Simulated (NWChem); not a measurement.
All runs are NWChem calculations. System: CH5AlO, charge 0, spin multiplicity 1, at a geometry optimised with B3LYP/def2-SVP. The structure started from a generated list of species. Level: G0W0@PBE/def2-SVP, RI basis def2-svp-rifit.

Input file:

```
start mol
memory heap 200 mb stack 700 mb global 1700 mb
geometry units angstroms nocenter noautoz
  Al    -1.032916    -0.653005     0.000000
  H     -1.203369    -2.220032     0.000000
  H     -2.233340     0.382098     0.000000
  O      0.568238    -0.083185     0.000000
  C      1.295313     1.108859     0.000000
  H      0.649461     2.008881     0.000000
  H      1.948688     1.165221     0.889949
  H      1.948688     1.165221    -0.889949
  symmetry group Cs
end
basis spherical
  * library def2-svp
end
basis "ri basis" bse spherical
  * library def2-svp-rifit
end
dft
  xc xpbe96 cpbe96
  iterations 100
  direct
  tolerances tight
end
task dft energy
gw
  states alpha occ 4 vir 2
end
task dft gw
```

Output (cleaned and shortened):

```
             Northwest Computational Chemistry Package (NWChem) 7.3.0
             --------------------------------------------------------

                                NWChem Input Module
                                -------------------

 Scaling coordinates for geometry "geometry" by  1.889725989
 (inverse scale =  0.529177249)

 Turning off AUTOSYM since
 SYMMETRY directive was detected!

                             Geometry "geometry" -> ""
                             -------------------------

 Output coordinates in angstroms (scale by  1.889725989 to convert to a.u.)

  No.       Tag          Charge          X              Y              Z
 ---- ---------------- ---------- -------------- -------------- --------------
    1 Al                  13.0000    -1.03291600    -0.65300500     0.00000000
    2 H                    1.0000    -1.20336900    -2.22003200     0.00000000
    3 H                    1.0000    -2.23334000     0.38209800     0.00000000
    4 O                    8.0000     0.56823800    -0.08318500     0.00000000
    5 C                    6.0000     1.29531300     1.10885900     0.00000000
    6 H                    1.0000     0.64946100     2.00888100     0.00000000
    7 H                    1.0000     1.94868800     1.16522100     0.88994900
    8 H                    1.0000     1.94868800     1.16522100    -0.88994900

 Effective nuclear repulsion energy (a.u.)     100.6351406683

            Nuclear Dipole moment (a.u.)
            ----------------------------
        X                 Y               Z
 ---------------- ---------------- ----------------
     0.0000037795    -0.0000037795     0.0000000000

      Symmetry information
      --------------------

 Group name             Cs
 Group number              2
 Group order               2
 No. of unique centers     7

      Symmetry unique atoms

     1    2    3    4    5    6    7


 Summary of "ao basis" -> "" (spherical)
 ------------------------------------------------------------------------------
       Tag                 Description            Shells   Functions and Types
 ---------------- ------------------------------  ------  ---------------------
 *                          def2-svp                  on all atoms

 new library libraries.bse/

 Summary of "ri basis" -> "" (spherical)
 ------------------------------------------------------------------------------
       Tag                 Description            Shells   Functions and Types
 ---------------- ------------------------------  ------  ---------------------
 *                       def2-svp-rifit               on all atoms

  pbe96 is a nonlocal functional; adding pw91lda local functional.

                                 NWChem DFT Module
                                 -----------------

 Summary of "ao basis" -> "ao basis" (spherical)
 ------------------------------------------------------------------------------
       Tag                 Description            Shells   Functions and Types
 ---------------- ------------------------------  ------  ---------------------
 Al                         def2-svp                 8       18   4s3p1d
 H                          def2-svp                 3        5   2s1p
 O                          def2-svp                 6       14   3s2p1d
 C                          def2-svp                 6       14   3s2p1d

 Summary of "ao basis" -> "ao basis" (spherical)
 ------------------------------------------------------------------------------
[...]
    35      0.262072  4 O  px                36     -0.245573  4 O  py
    25      0.238116  3 H  s                 24      0.209270  3 H  s
    57      0.210251  6 H  s                 58      0.180030  6 H  s
    20     -0.173943  2 H  s                 19     -0.129365  2 H  s

 Vector   17  Occ=0.000000D+00  E=-5.907728D-02  Symmetry=a"
              MO Center= -1.0D+00, -6.4D-01,  1.4D-15, r^2= 3.8D+00
   Bfn.  Coefficient  Atom+Function         Bfn.  Coefficient  Atom+Function
  ----- ------------  ---------------      ----- ------------  ---------------
    13      0.757834  1 Al pz                10      0.348686  1 Al pz
    34     -0.225770  4 O  pz                37     -0.215253  4 O  pz
     7     -0.186603  1 Al pz                63      0.096828  7 H  s
    68     -0.096828  8 H  s                 51     -0.078399  5 C  pz
    17      0.055674  1 Al d  1              62      0.043794  7 H  s

 Vector   18  Occ=0.000000D+00  E= 5.096791D-04  Symmetry=a'
              MO Center= -4.4D-01, -2.0D-01,  3.0D-13, r^2= 4.6D+00
   Bfn.  Coefficient  Atom+Function         Bfn.  Coefficient  Atom+Function
  ----- ------------  ---------------      ----- ------------  ---------------
     4      1.142013  1 Al s                 45     -0.570178  5 C  s
    31     -0.537549  4 O  s                 25     -0.513985  3 H  s
    11      0.428826  1 Al px                20     -0.338258  2 H  s
    12      0.316046  1 Al py                 3      0.216688  1 Al s
    58      0.207564  6 H  s                 50     -0.198469  5 C  py

 Vector   19  Occ=0.000000D+00  E= 3.065925D-02  Symmetry=a'
              MO Center= -1.6D+00, -7.3D-01,  6.4D-14, r^2= 5.0D+00
   Bfn.  Coefficient  Atom+Function         Bfn.  Coefficient  Atom+Function
  ----- ------------  ---------------      ----- ------------  ---------------
    20     -0.992585  2 H  s                  4      0.955557  1 Al s
    11     -0.939703  1 Al px                45      0.799670  5 C  s
    25     -0.794294  3 H  s                 12     -0.536232  1 Al py
    58     -0.437546  6 H  s                  3      0.411843  1 Al s
    63     -0.242825  7 H  s                 68     -0.242825  8 H  s

 center of mass
 --------------
 x =  -0.06669562 y =  -0.09831414 z =   0.00000000

 moments of inertia (a.u.)
 ------------------
         141.853310707863        -151.030066490613           0.000000000000
        -151.030066490613         250.592074910028           0.000000000000
           0.000000000000           0.000000000000         381.043595853024

     Multipole analysis of the density
     ---------------------------------

     L   x y z        total         alpha         beta         nuclear
     -   - - -        -----         -----         ----         -------
     0   0 0 0     -0.000000    -16.000000    -16.000000     32.000000

     1   1 0 0      0.117584      0.058790      0.058790      0.000004
     1   0 1 0      0.389040      0.194522      0.194522     -0.000004
     1   0 0 1     -0.000000     -0.000000     -0.000000      0.000000

     2   2 0 0    -20.692194    -83.503893    -83.503893    146.315593
     2   1 1 0      1.394224    -43.356276    -43.356276     88.106777
     2   1 0 1     -0.000000     -0.000000     -0.000000      0.000000
     2   0 2 0    -21.075762    -54.822281    -54.822281     88.568799
     2   0 1 1      0.000000      0.000000      0.000000      0.000000
     2   0 0 2    -17.577989    -11.617310    -11.617310      5.656632

 Task  times  cpu:        3.0s     wall:        3.0s

                                NWChem Input Module
                                -------------------

                                 NWChem GW Module
                                 ----------------

                             ***********************
                             ***        GW       ***
                             ***********************

 Summary of "ri basis" -> "ri basis" (spherical)
 ------------------------------------------------------------------------------
       Tag                 Description            Shells   Functions and Types
 ---------------- ------------------------------  ------  ---------------------
 Al                      def2-svp-rifit             20       62   8s5p5d2f
 H                       def2-svp-rifit              6       14   3s2p1d
 O                       def2-svp-rifit             16       48   6s5p4d1f
 C                       def2-svp-rifit             16       48   6s5p4d1f

                 Memory Information
                 ------------------
          Available GA per process is          1700.0 MBs
          Available stack per process is        700.0 MBs
          Available heap per process is           0.0 MBs

          Peak memory in Initialization
              Peak GA per process is                  2.6 MBs
              Peak stack per process is               0.0 MBs
              Peak heap per process is                2.8 MBs
              Memory not in MA per process            0.0 MBs

          Peak memory in AFF Calculation
              Peak GA per process is                  9.6 MBs
              Peak stack per process is               5.9 MBs
              Peak heap per process is                0.0 MBs
              Memory not in MA per process            5.9 MBs

          Computing 2-center integrals
          Computing Inverse Cholesky factor
          Computing 3-center integrals
          Computing V_xc ...

          Computing Sigma_x
          Computing RPA polarizability
          Solving quasiparticle equations

                  Alpha Orbitals
          State     Energy (eV)     Error (eV)
          -----------------------------------
@GW        13        -12.084           0.002
@GW        14        -10.542           0.002
@GW        15         -9.409           0.002
@GW        16         -9.408           0.002
@GW        17          1.245           0.002
@GW        18          2.882           0.002

   Applying  -3.0371 eV scissor-shift to rest of particle states

   Applying   2.8521 eV scissor-shift to rest of hole states

     GW Timing Statistics
   ------------------------
   Init.   :          0.0s
     ERIs  :          0.3s
     Distr.:          0.0s
     Vxc   :          0.3s
   Sigma_x :          0.0s
   RPA     :          0.2s
   Wmn     :          0.0s
   Sigma_c :          0.0s
   GW total:          0.8s

 Task  times  cpu:        0.8s     wall:        0.8s

 Total times  cpu:        3.9s     wall:        3.9s
```
